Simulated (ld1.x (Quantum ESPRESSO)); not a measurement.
# Zn (Z = 30): one change to an RRKJ potential, before and after

zinc, norm-conserving RRKJ (Kleinman–Bylander form), made with ld1.x (Quantum ESPRESSO) 7.5 (PBE, scalar-relativistic). Core [Ne], reference 3s2 3p6 3d10 4s2 4p0. Waves: 3p (bound): rc 1.00 bohr; 3d (bound): rc 1.50 bohr; 3s (bound): rc 0.80 bohr. Local part: the s channel. Core correction: none.

Occupied shells without a wave of their own: 4s. They enter only through the test configuration that unscreens the potential.

All-electron outer shells of the reference configuration (PBE, scalar-relativistic, ld1.x):

```
shell  level (eV)  outermost node (bohr)  outermost maximum (bohr)
   2s    -1158.33                   0.07                      0.19
   2p    -1004.03                      –                      0.15
   3s     -129.23                   0.28                      0.59
   3p      -83.40                   0.25                      0.59
   3d      -10.14                      –                      0.57
   4s       -5.98                   0.85                      2.09
   4p       -1.12                   0.92                      3.08
```

Change: all radii scaled by about 0.90 (s 0.72, p 0.90, d 1.36 bohr).

Cutoffs: the cutoffs (Ry, on a coarse ladder) from which the occupation-weighted sum of valence levels, in a spherical-Bessel basis at the reference potential, stays within 10 and 1 mRy of its value at 400 Ry; they do not see the model core or the augmentation charge, which bear on the density cutoff. Errors are all-electron minus pseudo energies relative to the spin-unpolarised reference configuration.

Question: What does the change do?

Answer: Of the 7 tests that both files solve, the error grows in 0 and shrinks in 7 by more than 15 % and 0.3 meV (median size 373.5 → 199.0 meV); neither file shows a bound ghost. Less of the atom is replaced, so other configurations are described better.

```csv
quantity,base,changed
"cutoff, loose",230 Ry,260 Ry
"cutoff, tight",over 300 Ry,over 300 Ry
loose cutoff by channel (10 mRy a level),"p 80 Ry, d 80 Ry, s 200 Ry","p 80 Ry, d 90 Ry, s 260 Ry"
bound ghosts,none,none
"largest miss of a reference level, eV",0.15,0.08
"error for 3s2 3p6 3d10 4s1 4p0, meV [ΔE 9.89 eV]",-193,-103
"error for 3s2 3p6 3d10 4s0 4p0, meV [ΔE 28.33 eV]",-486,-255
"error for 3s2 3p6 3d9 4s0 4p0, meV [ΔE 68.86 eV]",-785,-429
"error for 3s1 3p6 3d10 4s2 4p0, meV [ΔE 138.05 eV]",-622,-397
"error for 3s2 3p6 3d9 4s2 4p1, meV [ΔE 12.24 eV]",+112,+53
"error for 3s2 3p6 3d10 4s0 4p1, meV [ΔE 16.21 eV]",-374,-199
"error for 3s2 3p6 3d10 4s1.5 4p0, meV [ΔE 3.94 eV]",-85,-45
```

Base: The 4s level has no wave, so the channel is fitted at the deeper level alone: the likely source of the large errors. Changed file: The 4s level has no wave, so the channel is fitted at the deeper level alone: the likely source of the large errors.
